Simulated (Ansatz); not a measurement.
A nudged elastic band was laid between two geometries of CH₄AlBS (8 atoms, charge 0, multiplicity 1).

Method: RKS PBE0/def2-SVP (Ansatz 0.2.0).

| Property | Result |
| --- | --- |
| movable images | 5 |
| climbing image | yes |
| spring | 5.0 eV/Å² |
| optimiser | quadratic models (default) |
| start path | through a guess of the saddle point |
| force threshold | 0.05 eV/Å |
| iteration limit | 60 |
| end points | relaxed |

First end point:

```xyz
8
Properties=species:S:1:pos:R:3
C -0.521 1.491 -0.484
Al 0.118 -0.196 0.244
B 0.779 -1.922 1.028
S 0.489 -2.178 -0.732
H -1.512 1.356 -0.946
H -0.601 2.276 0.284
H 0.162 1.848 -1.272
H 1.178 -2.732 1.822
```

Last end point:

```xyz
8
Properties=species:S:1:pos:R:3
C -0.612 1.443 -0.521
Al -0.033 -0.276 0.182
B 0.533 -2.052 0.926
S 1.826 -1.470 -0.185
H -1.596 1.745 -0.134
H 0.118 2.226 -0.260
H -0.670 1.404 -1.621
H 0.526 -3.077 1.557
```

(1) Which bonds break or form, and what moves?

(2) What energy profile does the band end with?

(3) What is the geometry of the highest image?

## Answers

(1) No bond is made or broken. The dihedral H5–C1–Al2–S4 goes from 58 to 180°. The two ends are copies of one structure, up to a mirror image or an exchange of like atoms.

(2) The forces met the threshold. The highest image is number 3 of 0 to 6, 0.007 eV above the ends, which have the same energy within 2 meV. The top lies less than 8 meV above the higher end, about what the thresholds resolve: the motion is nearly free. A vibrational analysis at the climbing image gives no mode beyond 40i cm⁻¹: the surface is too flat there to confirm a saddle point.

```
image  path coordinate (Å)  energy (eV)  dihedral H5–C1–Al2–S4 (°)
    0                 0.00        0.000                         58
    1                 0.49        0.002                         81
    2                 0.97        0.006                        104
    3                 1.46        0.007                        129
    4                 1.83        0.005                        146
    5                 2.20        0.001                        164
    6                 2.57        0.000                        180
```

(3) 
```xyz
8
Properties=species:S:1:pos:R:3
C -0.521 1.480 -0.521
Al 0.032 -0.238 0.209
B 0.565 -1.986 1.039
S 1.213 -1.935 -0.643
H -1.604 1.639 -0.385
H -0.005 2.301 0.003
H -0.290 1.559 -1.594
H 0.703 -2.876 1.837
```

Run time: 5.5 min on 1 thread of Intel(R) Xeon(R) Processor @ 2.50GHz (Skylake/Cascade Lake), on a shared host, peak memory 0.17 GiB.
